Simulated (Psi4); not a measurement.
Computed with SAPT0/jun-cc-pVDZ, frozen core (Psi4).

Psi4 input:

```
molecule {
0 1
C -0.00000136 -0.00000033 0.00000055
H 0.02929460 -0.79104836 0.74807977
H -0.22235914 0.94978019 0.48446958
H -0.77315341 -0.22291581 -0.73401669
H 0.96621932 0.06418431 -0.49853322
--
0 1
C 0.07120708 2.39521754 3.30354555
Al -0.73071415 3.08647687 1.64647408
C -2.65135850 2.83776047 1.30591011
C 0.38744605 4.02797189 0.33112761
H 0.87186572 1.66659587 3.07871961
H -0.65018366 1.90006209 3.97397181
H 0.55716274 3.20677494 3.87575033
H -2.99053875 3.25564621 0.34393540
H -3.25645165 3.30514961 2.10456445
H -2.91841119 1.76499795 1.31711273
H 0.33263821 3.53753747 -0.65809708
H 0.02368683 5.06024364 0.17395582
H 1.45086601 4.09026651 0.61452228
units angstrom
symmetry c1
no_reorient
no_com
}
set basis jun-cc-pvdz
set scf_type df
set freeze_core true
energy('sapt0')
```

Part of the output:

```
    SAPT Results
  --------------------------------------------------------------------------------------------------------
    Electrostatics                  0.27904246 [mEh]       0.17510179 [kcal/mol]       0.73262588 [kJ/mol]
      Elst10,r                      0.27904246 [mEh]       0.17510179 [kcal/mol]       0.73262588 [kJ/mol]

    Exchange                        5.21204323 [mEh]       3.27060650 [kcal/mol]      13.68421760 [kJ/mol]
      Exch10                        5.21204323 [mEh]       3.27060650 [kcal/mol]      13.68421760 [kJ/mol]
      Exch10(S^2)                   5.18494775 [mEh]       3.25360383 [kcal/mol]      13.61307844 [kJ/mol]

    Induction                      -1.93445954 [mEh]      -1.21389169 [kcal/mol]      -5.07892283 [kJ/mol]
      Ind20,r                      -3.37479474 [mEh]      -2.11771567 [kcal/mol]      -8.86052238 [kJ/mol]
      Exch-Ind20,r                  1.91220517 [mEh]       1.19992686 [kcal/mol]       5.02049398 [kJ/mol]
      delta HF,r (2)               -0.47186997 [mEh]      -0.29610288 [kcal/mol]      -1.23889444 [kJ/mol]

    Dispersion                     -3.31408229 [mEh]      -2.07961803 [kcal/mol]      -8.70112184 [kJ/mol]
      Disp20                       -3.64530064 [mEh]      -2.28746068 [kcal/mol]      -9.57073550 [kJ/mol]
      Exch-Disp20                   0.33121835 [mEh]       0.20784265 [kcal/mol]       0.86961366 [kJ/mol]
      Disp20 (SS)                  -1.82265032 [mEh]      -1.14373034 [kcal/mol]      -4.78536775 [kJ/mol]
      Disp20 (OS)                  -1.82265032 [mEh]      -1.14373034 [kcal/mol]      -4.78536775 [kJ/mol]
      Exch-Disp20 (SS)              0.19870469 [mEh]       0.12468908 [kcal/mol]       0.52169910 [kJ/mol]
      Exch-Disp20 (OS)              0.13251366 [mEh]       0.08315357 [kcal/mol]       0.34791456 [kJ/mol]

  Total HF                          3.55662614 [mEh]       2.23181660 [kcal/mol]       9.33792065 [kJ/mol]
  Total SAPT0                       0.24254386 [mEh]       0.15219857 [kcal/mol]       0.63679881 [kJ/mol]
```
